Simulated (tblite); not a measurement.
Species: CH₁₀N₂OSi₃.
Geometry (GFN2-xTB, Å), atoms numbered from 1 in this order:
```xyz
17
CH10N2OSi3 angstrom
C     -2.7128    0.0035   -0.0558
Si    -0.9876   -0.0138    0.7490
N      0.0309    1.2098    0.0481
Si     1.5110    0.8464   -0.7714
O      2.7680    1.7613   -0.2963
N      1.6873   -0.8256   -0.3620
Si     0.3908   -1.7905    0.2699
H     -3.1948    0.9700    0.0602
H     -3.3571   -0.7372    0.4074
H     -2.6663   -0.2155   -1.1186
H     -1.1702    0.3566    2.1725
H     -0.2810    2.1659    0.0220
H      1.4886    1.1274   -2.2005
H      3.0354    1.7707    0.6191
H      2.5360   -1.2758   -0.6600
H     -0.0458   -2.7591   -0.7543
H      0.9607   -2.5822    1.3734
```

Method: GFN2-xTB as coded in tblite; computed harmonic values from a numerical Hessian at the method's own geometry, unscaled. Errors from tens to a few hundred cm⁻¹ against measured bands are possible. Modes of hydrogen on silicon can be 10 to 20 % off. One conformer, not necessarily the lowest.

Harmonic wavenumbers (cm⁻¹): 51.0, 77.2, 116.0, 126.0, 169.2, 199.7, 264.0, 269.0, 289.0, 354.6, 377.9, 389.2, 418.6, 459.6, 547.8, 564.6, 599.3, 628.2, 660.7, 684.2, 712.4, 746.9, 789.1, 807.1, 821.1, 825.0, 835.9, 896.3, 939.3, 955.5, 1146.9, 1179.6, 1369.2, 1491.9, 1497.1, 2068.0, 2115.0, 2152.1, 2306.7, 3033.4, 3034.7, 3045.2, 3484.5, 3489.8, 3667.7.

A = 2284, B = 1115, C = 833.4 MHz; mass 150.010 u (most abundant isotopes); point group C1, symmetry number 1.

**Question.** What is the zero-point energy?

**Answer.** ½Σν̃ = 25328 cm⁻¹ = 72.42 kcal/mol.

**Question.** Give the ideal-gas entropy at 200 K and 1 bar in the rigid-rotor, harmonic-oscillator model (classical rotation).

**Answer.** Translation 38.97, rotation 28.22, vibration 21.31: S = 88.5 cal/(mol K).

**Question.** And Cp and H(200 K) − H(0)?

**Answer.** Cp = 33.48 cal/(mol K), of which vibrations give 25.53 (their classical limit is 45 R = 89.4); H(200 K) − H(0) = 4.02 kcal/mol without the zero-point energy, 2.43 from vibrations.

**Question.** Blend soft modes into free rotors: weight 1/[1 + (100 cm⁻¹/ν̃)⁴] for the oscillator and the rest for a rotor with moment μB/(μ + B), μ = h/(8π²ν), B = 10⁻⁴⁴ kg m². What vibrational entropy results?

**Answer.** 20.21 cal/(mol K) in place of 21.31, which changes −T·S at 200 K by +0.22 kcal/mol.

**Question.** How do the functions run with temperature in this model?

**Answer.** 
```json
{"T (K)": "50", "S (cal/(mol K))": "59.0", "Cp (cal/(mol K))": "13.3", "H − H(0) (kcal/mol)": "0.50", "G − H(0) (kcal/mol)": "-2.46", "ln q(vib)": "0.45"}
{"T (K)": "100", "S (cal/(mol K))": "70.4", "Cp (cal/(mol K))": "20.2", "H − H(0) (kcal/mol)": "1.33", "G − H(0) (kcal/mol)": "-5.70", "ln q(vib)": "1.67"}
{"T (K)": "298.15", "S (cal/(mol K))": "104.1", "Cp (cal/(mol K))": "44.8", "H − H(0) (kcal/mol)": "7.89", "G − H(0) (kcal/mol)": "-23.14", "ln q(vib)": "7.65"}
{"T (K)": "373.15", "S (cal/(mol K))": "114.9", "Cp (cal/(mol K))": "51.6", "H − H(0) (kcal/mol)": "11.51", "G − H(0) (kcal/mol)": "-31.36", "ln q(vib)": "9.98"}
{"T (K)": "500", "S (cal/(mol K))": "131.3", "Cp (cal/(mol K))": "60.2", "H − H(0) (kcal/mol)": "18.64", "G − H(0) (kcal/mol)": "-46.99", "ln q(vib)": "13.82"}
{"T (K)": "750", "S (cal/(mol K))": "157.9", "Cp (cal/(mol K))": "70.9", "H − H(0) (kcal/mol)": "35.14", "G − H(0) (kcal/mol)": "-83.27", "ln q(vib)": "20.77"}
{"T (K)": "1000", "S (cal/(mol K))": "179.3", "Cp (cal/(mol K))": "77.8", "H − H(0) (kcal/mol)": "53.78", "G − H(0) (kcal/mol)": "-125.50", "ln q(vib)": "26.91"}
```

q(vib) and H(0) count from the zero-point level.

Hindered rotation and anharmonicity are outside this model. Other conformers, if any are populated, would add a mixing term that is left out. The structure is chiral; the term R ln 2 for an equal mix with its mirror image is left out.
